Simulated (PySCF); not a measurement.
A small calculation by hand: dipole moment from atomic charges

Se(F)(SMe) (CH3FSSe), SMILES CS[Se]F. Atoms are numbered in the order given.

```xyz
7

Se     0.0087     0.5005     0.7194
F     -1.7672     0.7507     0.4395
S      0.5010    -1.2095    -0.4929
C      0.8220    -0.5281    -2.1691
H     -0.1108    -0.1125    -2.5928
H      1.1613    -1.3829    -2.7884
H      1.6119     0.2449    -2.1324
```

The structure is a stationary point at PBE-D3(BJ)/def2-SVP. Other conformers were not sampled.

Charges (e) from PBE/def2-TZVP in PySCF:

```csv
atom,ESP fit,Mulliken
Se1,0.136,0.242
F2,-0.201,-0.309
S3,-0.057,-0.047
C4,-0.300,-0.334
H5,0.138,0.160
H6,0.169,0.141
H7,0.115,0.148
```

The dipole moment of the full density is 2.81 D.

Q: What dipole moment does each set of point charges give, and which comes closer to that of the density?

A: 
μ = Σ q r, and 1 e Å = 4.8032 D.
ESP fit: Σ q r = (0.448, -0.077, -0.386) e Å, |μ| = 2.86 D.
Mulliken: Σ q r = (0.635, -0.054, -0.338) e Å, |μ| = 3.46 D.
ESP fit comes closer in size. Point charges leave out the atoms' own dipoles (lone pairs, polarised bonds); fits to the potential absorb them, partitions of the density don't.
